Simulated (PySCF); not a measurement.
## Orbital picture of CeC

PBE0 at R = 1.876 Å; PySCF, spin-free X2C with a Gaussian nucleus, basis sets Ce x2c-SVPall, C x2c-SVPall. State: triplet, about 1.3 electrons in the 4f shell (Mulliken), real f orbitals that mix terms. Only the outer orbitals are listed, counted within each symmetry.

| spin | orbital | occ. | ε (eV) | on Ce (%) | main shells (%) |
| --- | --- | --- | --- | --- | --- |
| α | 12σ | 1 | -23.69 | 89 | 89 Ce p |
| α | 6π | 1 | -22.39 | 100 | 100 Ce p |
| α | 6π | 1 | -22.31 | 100 | 100 Ce p |
| α | 13σ | 1 | -10.74 | 27 | 72 C s, 14 Ce d |
| α | 7π | 1 | -4.85 | 76 | 66 Ce f, 24 C p, 9 Ce d |
| α | 14σ | 1 | -4.54 | 49 | 46 C p, 31 Ce d, 11 Ce p |
| α | 7π | 1 | -4.45 | 49 | 51 C p, 41 Ce d |
| α | 8π | 1 | -4.13 | 75 | 41 Ce d, 34 Ce f, 25 C p |
| α | 15σ | 0 | -1.81 | 99 | 78 Ce s, 16 Ce p |
| α | 3δ | 0 | -0.35 | 100 | 98 Ce d |
| α | 3δ | 0 | -0.33 | 100 | 96 Ce d |
| β | 12σ | 1 | -22.80 | 90 | 90 Ce p |
| β | 6π | 1 | -21.82 | 100 | 100 Ce p |
| β | 6π | 1 | -21.70 | 100 | 100 Ce p |
| β | 13σ | 1 | -9.57 | 28 | 72 C s, 14 Ce d |
| β | 7π | 1 | -4.19 | 52 | 48 C p, 46 Ce d |
| β | 7π | 1 | -4.19 | 50 | 50 C p, 43 Ce d |
| β | 14σ | 0 | -1.56 | 99 | 78 Ce s, 13 Ce p |
| β | 15σ | 0 | -1.07 | 69 | 33 Ce p, 33 Ce d, 29 C p |
| β | 3δ | 0 | -0.11 | 100 | 97 Ce d |

Question: Which are the highest filled and the lowest empty level, where do they sit, and how wide is the gap?

Answer: Highest filled α 8π at -4.13 eV (in %: 41 Ce d, 34 Ce f, 25 C p); lowest empty α 15σ at -1.81 eV (in %: 78 Ce s, 16 Ce p); the gap at PBE0 is 2.32 eV.

The bond order (Mayer) is 3.01. The ⟨S²⟩ is 2.009, the charge on Ce (Mulliken, basis-dependent) is 0.19 and the charge on Ce (Löwdin, basis-dependent) is 0.08. The dipole moment (positive dipole means Ce(−)C(+)) is -7.13 D and the polarisability along the bond is 97.5 bohr³. The polarisability across the bond is 52.3 bohr³.

Spin–orbit coupling is left out. The state is the lowest single determinant that the PBE0 search found; with open d or f shells the true ground state can be another one.
